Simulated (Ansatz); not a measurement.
Breaking a bond: GaB, lowest singlet found (which spin is the ground state isn't settled by this scan).

Method: Ansatz (a quantum-chemistry and plane-wave program) with full CI/aug-cc-pVDZ, cores with 3d frozen.

### Question
Relative to R = 2.45 Å, what are the energies at R = 2.34, 3.02, 4.04, 5.16 Å?

### Answer
0.6 kcal/mol at 2.34 Å, 5.5 kcal/mol at 3.02 Å, 18.5 kcal/mol at 4.04 Å, 22.9 kcal/mol at 5.16 Å.

The scan ran from 1.49 to 6.98 Å; beyond the distances shown full CI changes its symmetry label.
